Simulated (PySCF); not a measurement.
C3H12Si3, triplet, at the geometry of the source list (a higher spin typed on purpose: for a closed-shell molecule this is an excited state) (in this run its highest filled SCF level lies above zero, so its values depend strongly on the basis, on diffuse functions most of all); M06/STO-3G run with PySCF.

Here is a job for PySCF.
```python
from pyscf import gto, scf, dft

mol = gto.Mole()
mol.atom = '''
    C    -0.724600    1.319600   -1.001900
    Si    1.069300    1.466300   -0.390300
    C     1.776200   -0.286100   -0.182400
    Si    0.749200   -1.391100    0.974300
    C    -1.034700   -1.448200    0.319800
    Si   -1.832500    0.266500    0.128200
    H    -0.725400    0.888900   -2.003200
    H    -1.154000    2.314800   -1.102400
    H     1.877400    2.230900   -1.358000
    H     1.102400    2.174800    0.897000
    H     1.844400   -0.761100   -1.161100
    H     2.796300   -0.221500    0.192100
    H     1.319400   -2.750100    1.020700
    H     0.764700   -0.839700    2.336600
    H    -1.643800   -2.057200    0.985500
    H    -1.044100   -1.955300   -0.645000
    H    -1.959000    0.909100    1.444100
    H    -3.181200    0.139600   -0.454000
'''
mol.basis = 'sto-3g'
mol.charge = 0
mol.spin = 2
mol.verbose = 4
mol.build()

mf = dft.UKS(mol)
mf.xc = 'm06'
mf.kernel()
```

The log (banner, timings and long lists left out):

```
PySCF version 2.14.0

[INPUT] verbose = 4
[INPUT] num. atoms = 18
[INPUT] num. electrons = 72
[INPUT] charge = 0
[INPUT] spin (= nelec alpha-beta = 2S) = 2
[INPUT] symmetry False subgroup None
[INPUT] Mole.unit = angstrom
[INPUT] Symbol           X                Y                Z      unit          X                Y                Z       unit  Magmom
[INPUT]  1 C     -0.724600000000   1.319600000000  -1.001900000000 AA   -1.369295549860   2.493682593976  -1.893316604202 Bohr   0.0
[INPUT]  2 Si     1.069300000000   1.466300000000  -0.390300000000 AA    2.020684144997   2.770905416450  -0.737560106418 Bohr   0.0
[INPUT]  3 C      1.776200000000  -0.286100000000  -0.182400000000 AA    3.356531542452  -0.540650644238  -0.344686045121 Bohr   0.0
[INPUT]  4 Si     0.749200000000  -1.391100000000   0.974300000000 AA    1.415782812524  -2.628798011882   1.841160163164 Bohr   0.0
[INPUT]  5 C     -1.034700000000  -1.448200000000   0.319800000000 AA   -1.955299621087  -2.736701373595   0.604334414636 Bohr   0.0
[INPUT]  6 Si    -1.832500000000   0.266500000000   0.128200000000 AA   -3.462923123265   0.503612012197   0.242262889169 Bohr   0.0
[INPUT]  7 H     -0.725400000000   0.888900000000  -2.003200000000 AA   -1.370807330759   1.679777552126  -3.785499372729 Bohr   0.0
[INPUT]  8 H     -1.154000000000   2.314800000000  -1.102400000000 AA   -2.180743947748   4.374338033143  -2.083234079721 Bohr   0.0
[INPUT]  9 H      1.877400000000   2.230900000000  -1.358000000000 AA    3.547771826258   4.215790011292  -2.566248077159 Bohr   0.0
[INPUT] 10 H      1.102400000000   2.174800000000   0.897000000000 AA    2.083234079721   4.109776375704   1.695084333735 Bohr   0.0
[INPUT] 11 H      1.844400000000  -0.761100000000  -1.161100000000 AA    3.485410864148  -1.438270553406  -2.194161003232 Bohr   0.0
[INPUT] 12 H      2.796300000000  -0.221500000000   0.192100000000 AA    5.284241162121  -0.418574336591   0.363016388529 Bohr   0.0
[INPUT] 13 H      1.319400000000  -2.750100000000   1.020700000000 AA    2.493304648751  -5.196935815166   1.928843455344 Bohr   0.0
[INPUT] 14 H      0.764700000000  -0.839700000000   2.336600000000 AA    1.445073567455  -1.586803026797   4.415534062659 Bohr   0.0
[INPUT] 15 H     -1.643800000000  -2.057200000000   0.985500000000 AA   -3.106331803560  -3.887544583455   1.862325095759 Bohr   0.0
[INPUT] 16 H     -1.044100000000  -1.955300000000  -0.645000000000 AA   -1.973063046658  -3.694981491362  -1.218873350344 Bohr   0.0
[INPUT] 17 H     -1.959000000000   0.909100000000   1.444100000000 AA   -3.701973478023   1.717950019842   2.728953496484 Bohr   0.0
[INPUT] 18 H     -3.181200000000   0.139600000000  -0.454000000000 AA   -6.011596747466   0.263805766989  -0.857935660553 Bohr   0.0

nuclear repulsion = 447.321015877159
number of shells = 36
number of NR pGTOs = 162
number of NR cGTOs = 54
basis = sto-3g
ecp = {}

******** <class 'pyscf.dft.uks.UKS'> ********
method = UKS
initial guess = minao
damping factor = 0
level_shift factor = 0
DIIS = <class 'pyscf.scf.diis.CDIIS'>
diis_start_cycle = 1
diis_space = 8
diis_damp = 0
SCF conv_tol = 1e-09
SCF conv_tol_grad = None
SCF max_cycles = 50
direct_scf = True
direct_scf_tol = 1e-13
number electrons alpha = 37  beta = 35
XC library pyscf.dft.libxc version 7.1.2
    S. Lehtola, C. Steigemann, M. J. T. Oliveira, and M. A. L. Marques,  SoftwareX 7, 1–5 (2018)
XC functionals = m06
    Y. Zhao and D. G. Truhlar,  Theor. Chem. Acc. 120, 215 (2008)
    Y. Zhao and D. G. Truhlar,  Theor. Chem. Acc. 120, 215 (2008)
radial grids:
    Treutler-Ahlrichs [JCP 102, 346 (1995); DOI:10.1063/1.469408] (M4) radial grids

becke partition: Becke, JCP 88, 2547 (1988); DOI:10.1063/1.454033
pruning grids: <function nwchem_prune>
grids dens level: 3
symmetrized grids: False
atomic radii adjust function: <function treutler_atomic_radii_adjust>
small_rho_cutoff = 0
Set gradient conv threshold to 3.16228e-05
tot grids = 217592
init E= -978.082916947161

cycle= 1 E= -977.837281109146  delta_E= 0.246  |g|= 0.349  |ddm|= 4.21

cycle= 2 E= -977.708200798494  delta_E= 0.129  |g|= 0.509  |ddm|=  2.9

cycle= 3 E= -977.900998976554  delta_E= -0.193  |g|= 0.146  |ddm|= 2.48

cycle= 4 E= -977.923337334887  delta_E= -0.0223  |g|= 0.0806  |ddm|= 1.47

cycle= 5 E= -977.924993139248  delta_E= -0.00166  |g|= 0.0714  |ddm|= 0.627

cycle= 6 E= -977.930550955796  delta_E= -0.00556  |g|= 0.0162  |ddm|= 0.399

cycle= 7 E= -977.931284458798  delta_E= -0.000734  |g|= 0.0105  |ddm|= 0.179

cycle= 8 E= -977.931939014962  delta_E= -0.000655  |g|= 0.00635  |ddm|= 0.236

cycle= 9 E= -977.932463499021  delta_E= -0.000524  |g|= 0.00497  |ddm|= 0.212

cycle= 10 E= -977.932942733709  delta_E= -0.000479  |g|= 0.00508  |ddm|= 0.188

cycle= 11 E= -977.932972083023  delta_E= -2.93e-05  |g|= 0.00516  |ddm|= 0.0116

cycle= 12 E= -977.932622343505  delta_E= 0.00035  |g|= 0.00482  |ddm|= 0.151

cycle= 13 E= -977.932470209061  delta_E= 0.000152  |g|= 0.0023  |ddm|= 0.369

cycle= 14 E= -977.932501630174  delta_E= -3.14e-05  |g|= 0.00168  |ddm|= 0.198

cycle= 15 E= -977.93249190141  delta_E= 9.73e-06  |g|= 0.00135  |ddm|= 0.0595

cycle= 16 E= -977.932494502826  delta_E= -2.6e-06  |g|= 0.000674  |ddm|= 0.0439

cycle= 17 E= -977.93249347409  delta_E= 1.03e-06  |g|= 0.000577  |ddm|= 0.0371

cycle= 18 E= -977.932493898393  delta_E= -4.24e-07  |g|= 0.000136  |ddm|= 0.0231

cycle= 19 E= -977.932493994704  delta_E= -9.63e-08  |g|= 5.76e-05  |ddm|= 0.00816

cycle= 20 E= -977.932494016395  delta_E= -2.17e-08  |g|= 6.49e-05  |ddm|= 0.0019

cycle= 21 E= -977.932494028834  delta_E= -1.24e-08  |g|= 2.35e-05  |ddm|= 0.00106

cycle= 22 E= -977.932494031115  delta_E= -2.28e-09  |g|= 1.53e-05  |ddm|= 0.000406

cycle= 23 E= -977.932494032485  delta_E= -1.37e-09  |g|= 1.32e-05  |ddm|= 0.00025

cycle= 24 E= -977.932494033184  delta_E= -6.99e-10  |g|= 9.03e-06  |ddm|= 0.000173

Extra cycle  E= -977.932494034219  delta_E= -1.04e-09  |g|= 1.4e-05  |ddm|= 0.000191
converged SCF energy = -977.932494034219  <S^2> = 2.0036555  2S+1 = 3.002436
```
